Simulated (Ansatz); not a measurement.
hydrogen atom (H), doublet; PBE0-DH/6-31G (Ansatz, a program for electronic structure).

The Ansatz input:
Ansatz 0.2 input:
```yaml
crystal:
  periodic: [false, false, false]
  atoms:
    - {symbol: H, position_ang: [0.00000000, 0.00000000, 0.00000000]}
basis:
  gaussian:
    orbitals: 6-31G
hamiltonian:
  xc: {name: PBE0-DH}
magnetization: {spin_polarized: true, initial_magnetization: 1}
```

Output, abridged:

```
Functional definition: PBE0-DH
3 factors; integrals over basis functions are off by at most 5.6e-7 eV
mean field evaluation 1: about -13.6007 eV, gradient 8.4e-1 eV
mean field evaluation 2: about -13.6004 eV, gradient 8.3e-1 eV
mean field evaluation 4: about -13.6070 eV, gradient 1.1e-4 eV
mean field evaluation 8: about -13.6070 eV, gradient 1.9e-8 eV
mean field -13.60702413 eV, -0.5000489137 hartree, gradient 6.8e-8 eV, S^2 0.750000; 0 other end points of the search recorded, 0 dependent functions left out
reference -13.60703374 eV, -0.5000492666 hartree; 1, 0 occupied and 1, 2 virtual orbitals, 3 factors
second order 0.00000000 eV of doubles, -0.00000000 eV of singles
Total energy: -13.60703374 eV, -0.5000492666 hartree
```
